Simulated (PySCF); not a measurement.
CH8FNSSi2.
Cartesian coordinates in Å at the GFN2-xTB level; atoms count from 1:
```
atom  x, y, z in Å
C1     3.097   -0.035    0.203
S2     1.691   -0.521    1.251
Si3    0.116    0.295    0.073
F4     0.290   -0.201   -1.452
N5    -1.347   -0.308    0.706
Si6   -2.926   -0.123    0.003
H7     2.951   -0.418   -0.801
H8     3.986   -0.472    0.644
H9     3.182    1.047    0.189
H10    0.213    1.736   -0.055
H11   -1.290   -0.781    1.592
H12   -2.951   -0.771   -1.305
H13   -3.183    1.311   -0.140
H14   -3.829   -0.759    0.958
```

Computed at PBE0/pcSseg-1 (PySCF, non-relativistic), with Q(33S) = −0.0678 b, Q(14N) = 0.02044 b: S2, 33S (I = 3/2): χzz = 35.65 MHz, η = 0.878; N5, 14N (I = 1): χzz = -3.697 MHz, η = 0.426.

Where would the pure quadrupole (NQR) lines of 33S at S2 fall for the rigid, isolated species?

From ν = (|χ|/2)√(1 + η²/3): ν = 19.99 MHz (sulfur bonded to C and Si).

Find the zero-field quadrupole resonance frequencies of 14N at N5.

From ν± = (3/4)|χ|(1 ± η/3) and ν0 = |χ|η/2: ν+ 3.167 MHz, ν− 2.379 MHz, ν0 0.788 MHz (nitrogen bridging silicon atoms).

In a crystal, neighbours and librations shift these lines. GFN2-xTB bond lengths can be off by several hundredths of an ångström, more for odd bonds, and the gradients follow them. The basis is small and wasn't made for field gradients, so the couplings can be 20 % off.

These values come from a run that also computed NMR shieldings. Hardware: an x86-64 server with one thread (shared host). Cost: 47 s of wall time.

One conformer stands for the species.
